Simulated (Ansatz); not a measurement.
Isomers of Li₂Cl₂⁺ (doublet), relaxed with PBE-D4/def2-TZVP; total energies from Ansatz at CCSD(T)/def2-TZVPP.

```csv
isomer,description,energy (Eh)
A,point group D2h; 4 × Cl–Li 2.32 Å,-934.33966
B,point group C∞v; 3 × Cl–Li 2.17 to 2.30 Å,-934.33211
```

Correlated methods freeze 10 core orbitals; core or outer-core shells of Li are correlated, in sets that lack core-valence functions.

The isomers come from a short search, and lower ones may exist.

**Question.** Work out the relative energies (1 Eh = 2625.5 kJ/mol) and the Boltzmann populations at 298 K from electronic energies alone (R = 8.314 J/mol/K).

**Answer.** ΔE: A 0.0, B 19.8 kJ/mol. RT = 2.48 kJ/mol. Factors exp(−ΔE/RT): A 1, B 0.000341; sum 1.000. Populations: A 100.0 %, B 0.0 %. Zero-point energy, vibrational entropy and symmetry numbers are left out and can shift these; an error of 4 kJ/mol changes a ratio by a factor of 5.0. Over the other density-functional and correlated levels in def2 sets, the gap between A and B ranges from 34 to 66 kJ/mol.
